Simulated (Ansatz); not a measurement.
Ansatz (an electronic-structure program) input (B3LYP/def2-SVP):

Ansatz 0.2 input:
```yaml
crystal:
  periodic: [false, false, false]
  atoms:
    - {symbol: Sc, position_ang: [-0.00000000, -0.00000000, -0.45833916]}
    - {symbol: O, position_ang: [0.00000000, 0.00000000, 1.20314028]}
basis:
  gaussian:
    orbitals: def2-SVP
hamiltonian:
  xc: {name: B3LYP}
magnetization: {spin_polarized: true, initial_magnetization: 1}
output: {forces: true}
```

**Question.** What final total energy does it give?

**Answer.** -835.78963 Eh.
